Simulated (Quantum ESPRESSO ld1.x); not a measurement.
Task: The mean radii <r> (bohr) of the occupied orbitals of an atom or ion are listed with their occupations. All-electron calculation, scalar-relativistic Kohn-Sham, LDA (Slater exchange, VWN5 correlation), spin-unpolarised, spherical densities, point nucleus. Program: ld1.x of Quantum ESPRESSO 7.5.

orbital  occ.      <r>
1s          2  0.04154
2s          2   0.1832
2p          6   0.1597
3s          2   0.4955
3p          6   0.4926
3d          4   0.4617
7d          1    4.407

Name the element and its charge.

Result: Z = 36, krypton, charge +13: Kr13+ in [Ar] 3d4 7d1. The 1s radius gives Z: for a bare nucleus <r> = (2 gamma + 1)/(2Z) with gamma = sqrt(1 - (Z/c)^2), 0.04069 bohr for Z = 36, and screening makes it slightly larger (0.04154 here). The occupations add up to 23, and the charge is Z minus that.
